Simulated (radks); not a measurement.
Problem. All-electron atom: Ti XII in [Ne] 3s1. Calculated with a radial shooting solver on a logarithmic mesh with Libxc functionals: scalar-relativistic Kohn-Sham, exchange-only LDA, spin-polarised, spherical densities, point nucleus; open shells are filled with parallel spins first. Some entries of the table are withheld. Estimate them.

| orbital | occ. | eigenvalue (eV) | <1/r> (bohr^-1) |
|---|---|---|---|
| 1s up | 1 | (1) | 21.77 |
| 1s down | 1 | (2) | 21.76 |
| 2s up | 1 | -802.2923 | 4.590 |
| 2s down | 1 | -801.2885 | 4.595 |
| 2p up | 3 | (3) | 4.504 |
| 2p down | 3 | (4) | 4.508 |
| 3s up | 1 | -279.9923 | 1.695 |
| 3s down | 0 | -271.4843 | 1.706 |

Solution. 
(1) 1s up eigenvalue (eV): -5140.691
(2) 1s down eigenvalue (eV): -5139.934
(3) 2p up eigenvalue (eV): -713.3319
(4) 2p down eigenvalue (eV): -712.4054
